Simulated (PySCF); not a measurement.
Simulation results for FH2Si, F2H2Si

Calculation on a computer-drawn molecule: vertical ionisation energy to the stated ion spin, frozen-core CCSD(T) at the basis limit and cheaper methods, single-reference cases, UHF for radicals, no spin-orbit; all values are single points at the evaluated structure, the first of each entry, which is the reference or a displaced copy of it and isn't optimised; the reference structure only sets the zero of the energies above reference; triples share is (T) over the correlation energy. Program: PySCF 2.14.0.

Common to all runs: charge 0; diffuse functions no; basis cc-pV(n+d)Z; reference is the Hartree-Fock double-zeta minimum; best is HF at quadruple zeta + MP2 correlation extrapolated from triple and quadruple zeta + CCSD(T) minus MP2 at triple zeta; basis step is the size of the change from the same recipe one zeta lower.

(1) FH2Si

Evaluated structure:
```xyz
4
FH2Si
F     -2.2700     0.5939     1.4875
Si    -2.7154     0.3103     3.0868
H     -1.4189    -0.1238     3.6509
H     -3.8242    -0.5222     3.1809
```

Reference structure:
```xyz
4
FH2Si
F     -2.3769     0.6420     1.5055
Si    -2.7052     0.4107     3.0751
H     -1.4815    -0.1055     3.7244
H     -3.8160    -0.5604     3.1690
```

| Property | Result |
| --- | --- |
| multiplicity | 2 |
| ion multiplicity | 1 |
| ionisation energy best | 9.032 eV |
| ionisation energy basis step | 0.06076 eV |
| energy above reference best | 5.428 kcal/mol |
| energy above reference basis step | 0.3217 kcal/mol |
| total energy HF triple zeta | -389.5936 hartree |
| total energy CCSD(T) triple zeta | -389.9811 hartree |
| total energy best | -390.0507 hartree |
| T1 diagnostic at triple zeta | 0.01469 |
| D1 diagnostic at triple zeta | 0.04323 |
| spin squared at triple zeta | 0.7536 |
| ion T1 diagnostic at triple zeta | 0.01938 |
| ion D1 diagnostic at triple zeta | 0.05736 |
| triples share at triple zeta | 0.02776 |
| basis functions triple zeta | 97 |
| dipole magnitude HF at triple zeta | 2.049 debye |
| dipole magnitude CCSD unrelaxed at triple zeta | 1.765 debye |
| dipole magnitude PBE at triple zeta | 1.57 debye |
| dipole magnitude r2SCAN at triple zeta | 1.657 debye |
| dipole magnitude B3LYP at triple zeta | 1.736 debye |
| dipole magnitude wB97X at triple zeta | 1.772 debye |

Drawn bonds:
```tsv
atom	other atom	order
1	2	1
2	3	1
2	4	1
```

Triple zeta:
```tsv
method	ionisation energy (eV)	energy above reference (kcal/mol)
HF	8.842	6.51
PBE	8.937	5.123
r2SCAN	9.146	5.561
B3LYP	9.068	5.264
wB97X	8.979	5.437
MP2	8.892	5.312
CCSD	8.963	5.646
CCSD(T)	8.941	5.509
```

(2) FH2Si

Evaluated structure:
```xyz
4
FH2Si
F     -2.2700     0.5939     1.4875
Si    -2.7154     0.3103     3.0868
H     -1.3444    -0.1488     3.6833
H     -3.8242    -0.5222     3.1809
```

Reference structure:
```xyz
4
FH2Si
F     -2.3769     0.6420     1.5055
Si    -2.7052     0.4107     3.0751
H     -1.4815    -0.1055     3.7244
H     -3.8160    -0.5604     3.1690
```

| Property | Result |
| --- | --- |
| multiplicity | 2 |
| ion multiplicity | 1 |
| ionisation energy best | 9.04 eV |
| ionisation energy basis step | 0.06047 eV |
| energy above reference best | 6.813 kcal/mol |
| energy above reference basis step | 0.3045 kcal/mol |
| total energy HF triple zeta | -389.5909 hartree |
| total energy CCSD(T) triple zeta | -389.9789 hartree |
| total energy best | -390.0485 hartree |
| T1 diagnostic at triple zeta | 0.01483 |
| D1 diagnostic at triple zeta | 0.04359 |
| spin squared at triple zeta | 0.7537 |
| ion T1 diagnostic at triple zeta | 0.0195 |
| ion D1 diagnostic at triple zeta | 0.05743 |
| triples share at triple zeta | 0.02798 |
| basis functions triple zeta | 97 |
| dipole magnitude HF at triple zeta | 2.028 debye |
| dipole magnitude CCSD unrelaxed at triple zeta | 1.742 debye |
| dipole magnitude PBE at triple zeta | 1.549 debye |
| dipole magnitude r2SCAN at triple zeta | 1.636 debye |
| dipole magnitude B3LYP at triple zeta | 1.715 debye |
| dipole magnitude wB97X at triple zeta | 1.751 debye |

Drawn bonds:
```tsv
atom	other atom	order
1	2	1
2	3	1
2	4	1
```

Triple zeta:
```tsv
method	ionisation energy (eV)	energy above reference (kcal/mol)
HF	8.864	8.218
PBE	8.944	5.866
r2SCAN	9.156	6.724
B3LYP	9.079	6.482
wB97X	8.996	6.712
MP2	8.906	6.886
CCSD	8.974	7.036
CCSD(T)	8.95	6.834
```

(3) F2H2Si

Evaluated structure:
```xyz
5
F2H2Si
F      0.2144     0.2364    -0.3971
Si    -0.6641    -0.0997     0.7018
F     -1.7695    -1.0206     0.0787
H      0.1924    -0.7765     1.7846
H     -1.1441     0.9826     1.3699
```

Reference structure:
```xyz
5
F2H2Si
F      0.2771     0.2921    -0.4747
Si    -0.6496    -0.1368     0.7567
F     -1.8342    -1.0389     0.1720
H      0.1443    -0.9490     1.6765
H     -1.2290     1.0686     1.3459
```

| Item | Value |
| --- | --- |
| multiplicity | 1 |
| ion multiplicity | 2 |
| ionisation energy best | 12.63 eV |
| ionisation energy basis step | 0.03567 eV |
| energy above reference best | 17.01 kcal/mol |
| energy above reference basis step | 0.8739 kcal/mol |
| ionisation energy Koopmans at triple zeta | 12.95 eV |
| ionisation energy EOM CCSD at triple zeta | 12.58 eV |
| total energy HF triple zeta | -489.1832 hartree |
| total energy CCSD(T) triple zeta | -489.8355 hartree |
| total energy best | -489.9595 hartree |
| T1 diagnostic at triple zeta | 0.01043 |
| D1 diagnostic at triple zeta | 0.02413 |
| ion T1 diagnostic at triple zeta | 0.02274 |
| ion D1 diagnostic at triple zeta | 0.1165 |
| ion spin squared at triple zeta | 0.7731 |
| triples share at triple zeta | 0.02564 |
| basis functions triple zeta | 127 |
| dipole magnitude HF at triple zeta | 1.137 debye |
| dipole magnitude CCSD unrelaxed at triple zeta | 0.9612 debye |
| dipole magnitude PBE at triple zeta | 0.8517 debye |
| dipole magnitude r2SCAN at triple zeta | 0.8965 debye |
| dipole magnitude B3LYP at triple zeta | 0.9508 debye |
| dipole magnitude wB97X at triple zeta | 0.9747 debye |

Drawn bonds:
```tsv
atom	other atom	order
1	2	1
2	3	1
2	4	1
2	5	1
```

Triple zeta:
```tsv
method	ionisation energy (eV)	energy above reference (kcal/mol)
HF	11.92	13.59
PBE	11.79	19.87
r2SCAN	11.98	17.2
B3LYP	12.22	17.79
wB97X	12.38	17.45
MP2	12.44	17.6
CCSD	12.54	16.56
CCSD(T)	12.48	17.12
```

(4) F2H2Si

Evaluated structure:
```xyz
5
F2H2Si
F      0.2144     0.2364    -0.3971
Si    -0.6641    -0.0997     0.7018
F     -1.7695    -1.0206     0.0787
H      0.1924    -0.7765     1.7846
H     -1.1557     1.0088     1.3861
```

Reference structure:
```xyz
5
F2H2Si
F      0.2771     0.2921    -0.4747
Si    -0.6496    -0.1368     0.7567
F     -1.8342    -1.0389     0.1720
H      0.1443    -0.9490     1.6765
H     -1.2290     1.0686     1.3459
```

| Item | Value |
| --- | --- |
| multiplicity | 1 |
| ion multiplicity | 2 |
| ionisation energy best | 12.6 eV |
| ionisation energy basis step | 0.03537 eV |
| energy above reference best | 15.3 kcal/mol |
| energy above reference basis step | 0.9197 kcal/mol |
| ionisation energy Koopmans at triple zeta | 12.92 eV |
| ionisation energy EOM CCSD at triple zeta | 12.55 eV |
| total energy HF triple zeta | -489.1858 hartree |
| total energy CCSD(T) triple zeta | -489.8383 hartree |
| total energy best | -489.9622 hartree |
| T1 diagnostic at triple zeta | 0.01045 |
| D1 diagnostic at triple zeta | 0.02414 |
| ion T1 diagnostic at triple zeta | 0.02251 |
| ion D1 diagnostic at triple zeta | 0.1138 |
| ion spin squared at triple zeta | 0.7767 |
| triples share at triple zeta | 0.02568 |
| basis functions triple zeta | 127 |
| dipole magnitude HF at triple zeta | 1.102 debye |
| dipole magnitude CCSD unrelaxed at triple zeta | 0.927 debye |
| dipole magnitude PBE at triple zeta | 0.8185 debye |
| dipole magnitude r2SCAN at triple zeta | 0.8618 debye |
| dipole magnitude B3LYP at triple zeta | 0.9171 debye |
| dipole magnitude wB97X at triple zeta | 0.9411 debye |

Drawn bonds:
```tsv
atom	other atom	order
1	2	1
2	3	1
2	4	1
2	5	1
```

Triple zeta:
```tsv
method	ionisation energy (eV)	energy above reference (kcal/mol)
HF	11.9	11.94
PBE	11.76	17.95
r2SCAN	11.95	15.43
B3LYP	12.18	16.09
wB97X	12.34	15.7
MP2	12.42	15.94
CCSD	12.5	14.88
CCSD(T)	12.45	15.41
```

(5) F2H2Si

Evaluated structure:
```xyz
5
F2H2Si
F      0.2144     0.2364    -0.3971
Si    -0.6641    -0.0997     0.7018
F     -1.7695    -1.0206     0.0787
H      0.1924    -0.7765     1.7846
H     -1.2320     1.1808     1.4923
```

Reference structure:
```xyz
5
F2H2Si
F      0.2771     0.2921    -0.4747
Si    -0.6496    -0.1368     0.7567
F     -1.8342    -1.0389     0.1720
H      0.1443    -0.9490     1.6765
H     -1.2290     1.0686     1.3459
```

| Item | Value |
| --- | --- |
| multiplicity | 1 |
| ion multiplicity | 2 |
| ionisation energy best | 12.28 eV |
| ionisation energy basis step | 0.03549 eV |
| energy above reference best | 17.12 kcal/mol |
| energy above reference basis step | 1.108 kcal/mol |
| ionisation energy Koopmans at triple zeta | 12.55 eV |
| ionisation energy EOM CCSD at triple zeta | 12.24 eV |
| total energy HF triple zeta | -489.1817 hartree |
| total energy CCSD(T) triple zeta | -489.8354 hartree |
| total energy best | -489.9593 hartree |
| T1 diagnostic at triple zeta | 0.01062 |
| D1 diagnostic at triple zeta | 0.02447 |
| ion T1 diagnostic at triple zeta | 0.0208 |
| ion D1 diagnostic at triple zeta | 0.08716 |
| ion spin squared at triple zeta | 0.8021 |
| triples share at triple zeta | 0.026 |
| basis functions triple zeta | 127 |
| dipole magnitude HF at triple zeta | 0.8714 debye |
| dipole magnitude CCSD unrelaxed at triple zeta | 0.7083 debye |
| dipole magnitude PBE at triple zeta | 0.604 debye |
| dipole magnitude r2SCAN at triple zeta | 0.6367 debye |
| dipole magnitude B3LYP at triple zeta | 0.6984 debye |
| dipole magnitude wB97X at triple zeta | 0.7205 debye |

Drawn bonds:
```tsv
atom	other atom	order
1	2	1
2	3	1
2	4	1
2	5	1
```

Triple zeta:
```tsv
method	ionisation energy (eV)	energy above reference (kcal/mol)
HF	11.58	14.52
PBE	11.51	18.11
r2SCAN	11.68	16.69
B3LYP	11.89	17.65
wB97X	12.06	17.27
MP2	12.12	18.19
CCSD	12.19	16.81
CCSD(T)	12.14	17.2
```

(6) F2H2Si

Evaluated structure:
```xyz
5
F2H2Si
F      0.2144     0.2364    -0.3971
Si    -0.6641    -0.0997     0.7018
F     -1.7695    -1.0206     0.0787
H      0.1924    -0.7765     1.7846
H     -1.3718     1.4961     1.6869
```

Reference structure:
```xyz
5
F2H2Si
F      0.2771     0.2921    -0.4747
Si    -0.6496    -0.1368     0.7567
F     -1.8342    -1.0389     0.1720
H      0.1443    -0.9490     1.6765
H     -1.2290     1.0686     1.3459
```

| Quantity | Value |
| --- | --- |
| multiplicity | 1 |
| ion multiplicity | 2 |
| ionisation energy best | 11.35 eV |
| ionisation energy basis step | 0.04444 eV |
| energy above reference best | 44.41 kcal/mol |
| energy above reference basis step | 1.134 kcal/mol |
| ionisation energy Koopmans at triple zeta | 11.41 eV |
| ionisation energy EOM CCSD at triple zeta | 11.32 eV |
| total energy HF triple zeta | -489.1329 hartree |
| total energy CCSD(T) triple zeta | -489.7922 hartree |
| total energy best | -489.9158 hartree |
| T1 diagnostic at triple zeta | 0.01168 |
| D1 diagnostic at triple zeta | 0.02851 |
| ion T1 diagnostic at triple zeta | 0.0186 |
| ion D1 diagnostic at triple zeta | 0.07764 |
| ion spin squared at triple zeta | 0.7745 |
| triples share at triple zeta | 0.02695 |
| basis functions triple zeta | 127 |
| dipole magnitude HF at triple zeta | 0.7754 debye |
| dipole magnitude CCSD unrelaxed at triple zeta | 0.6478 debye |
| dipole magnitude PBE at triple zeta | 0.6379 debye |
| dipole magnitude r2SCAN at triple zeta | 0.6577 debye |
| dipole magnitude B3LYP at triple zeta | 0.6773 debye |
| dipole magnitude wB97X at triple zeta | 0.6954 debye |

Drawn bonds:
```tsv
atom	other atom	order
1	2	1
2	3	1
2	4	1
2	5	1
```

Triple zeta:
```tsv
method	ionisation energy (eV)	energy above reference (kcal/mol)
HF	10.33	45.15
PBE	10.78	42.31
r2SCAN	10.86	43.01
B3LYP	11.07	44.13
wB97X	11.16	45.03
MP2	11.02	47.13
CCSD	11.22	44.41
CCSD(T)	11.2	44.31
```

(7) F2H2Si

Evaluated structure:
```xyz
5
F2H2Si
F      0.2876     0.2984    -0.5424
Si    -0.6591    -0.1646     0.7998
F     -1.8379    -0.9859     0.1755
H      0.1364    -0.9185     1.6618
H     -1.1989     1.0632     1.3799
```

Reference structure:
```xyz
5
F2H2Si
F      0.2771     0.2921    -0.4747
Si    -0.6496    -0.1368     0.7567
F     -1.8342    -1.0389     0.1720
H      0.1443    -0.9490     1.6765
H     -1.2290     1.0686     1.3459
```

| Quantity | Value |
| --- | --- |
| multiplicity | 1 |
| ion multiplicity | 2 |
| ionisation energy best | 13.48 eV |
| ionisation energy basis step | 0.06109 eV |
| energy above reference best | 6.363 kcal/mol |
| energy above reference basis step | 0.3581 kcal/mol |
| ionisation energy Koopmans at triple zeta | 14.04 eV |
| ionisation energy EOM CCSD at triple zeta | 13.41 eV |
| total energy HF triple zeta | -489.1931 hartree |
| total energy CCSD(T) triple zeta | -489.8526 hartree |
| total energy best | -489.9764 hartree |
| T1 diagnostic at triple zeta | 0.01181 |
| D1 diagnostic at triple zeta | 0.02752 |
| ion T1 diagnostic at triple zeta | 0.03871 |
| ion D1 diagnostic at triple zeta | 0.2203 |
| ion spin squared at triple zeta | 0.787 |
| triples share at triple zeta | 0.02707 |
| basis functions triple zeta | 127 |
| dipole magnitude HF at triple zeta | 2.384 debye |
| dipole magnitude CCSD unrelaxed at triple zeta | 2.09 debye |
| dipole magnitude PBE at triple zeta | 1.887 debye |
| dipole magnitude r2SCAN at triple zeta | 1.977 debye |
| dipole magnitude B3LYP at triple zeta | 2.055 debye |
| dipole magnitude wB97X at triple zeta | 2.102 debye |

Drawn bonds:
```tsv
atom	other atom	order
1	2	1
2	3	1
2	4	1
2	5	1
```

Triple zeta:
```tsv
method	ionisation energy (eV)	energy above reference (kcal/mol)
HF	13.06	7.371
PBE	12.3	5.813
r2SCAN	12.57	6.366
B3LYP	12.86	6.018
wB97X	13.13	6.242
MP2	13.39	6.171
CCSD	13.44	6.547
CCSD(T)	13.31	6.393
```

(8) F2H2Si

Evaluated structure:
```xyz
5
F2H2Si
F      0.2844     0.3040    -0.4794
Si    -0.6632    -0.1351     0.7620
F     -1.8308    -1.0433     0.1622
H      0.4503    -1.2383     2.0360
H     -1.2426     1.0852     1.3445
```

Reference structure:
```xyz
5
F2H2Si
F      0.2771     0.2921    -0.4747
Si    -0.6496    -0.1368     0.7567
F     -1.8342    -1.0389     0.1720
H      0.1443    -0.9490     1.6765
H     -1.2290     1.0686     1.3459
```

| Property | Result |
| --- | --- |
| multiplicity | 1 |
| ion multiplicity | 2 |
| ionisation energy best | 11.78 eV |
| ionisation energy basis step | 0.05837 eV |
| energy above reference best | 33.93 kcal/mol |
| energy above reference basis step | 0.02307 kcal/mol |
| ionisation energy Koopmans at triple zeta | 11.88 eV |
| ionisation energy EOM CCSD at triple zeta | 11.76 eV |
| total energy HF triple zeta | -489.1429 hartree |
| total energy CCSD(T) triple zeta | -489.8092 hartree |
| total energy best | -489.9325 hartree |
| T1 diagnostic at triple zeta | 0.01267 |
| D1 diagnostic at triple zeta | 0.02896 |
| ion T1 diagnostic at triple zeta | 0.02067 |
| ion D1 diagnostic at triple zeta | 0.09443 |
| ion spin squared at triple zeta | 0.7612 |
| triples share at triple zeta | 0.02822 |
| basis functions triple zeta | 127 |
| dipole magnitude HF at triple zeta | 1.611 debye |
| dipole magnitude CCSD unrelaxed at triple zeta | 1.382 debye |
| dipole magnitude PBE at triple zeta | 1.248 debye |
| dipole magnitude r2SCAN at triple zeta | 1.303 debye |
| dipole magnitude B3LYP at triple zeta | 1.374 debye |
| dipole magnitude wB97X at triple zeta | 1.407 debye |

Drawn bonds:
```tsv
atom	other atom	order
1	2	1
2	3	1
2	4	1
2	5	1
```

Triple zeta:
```tsv
method	ionisation energy (eV)	energy above reference (kcal/mol)
HF	10.77	38.86
PBE	11.14	29.04
r2SCAN	11.25	32.38
B3LYP	11.48	32.75
wB97X	11.56	34.36
MP2	11.41	35.99
CCSD	11.65	34.39
CCSD(T)	11.62	33.65
```
